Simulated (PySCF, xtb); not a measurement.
GeH3O4, SMILES [Ge]([OH])([OH])([O])[OH], multiplicity 2. The values are those of a single conformer.

Harmonic wavenumbers (cm⁻¹) from GFN2-xTB (xtb 6.7.1) at its own minimum, in rising order: 154, 193, 205, 217, 225, 243, 275, 304, 480, 588, 625, 702, 764, 815, 844, 3596, 3628, 3635.

Problem. What does PBE-D3(BJ)/def2-SVP run with PySCF 2.14.0 give at its own minimum? (Estimate from the structure and the level; the computed values follow.)

Solution. 79, 145, 175, 208, 227, 233, 247, 267, 644, 657, 714, 723, 866, 891, 910, 3704, 3709, 3726. Paired by order, the mean absolute difference is 61 cm⁻¹ and the zero-point energies are 25.0 and 25.9 kcal/mol.
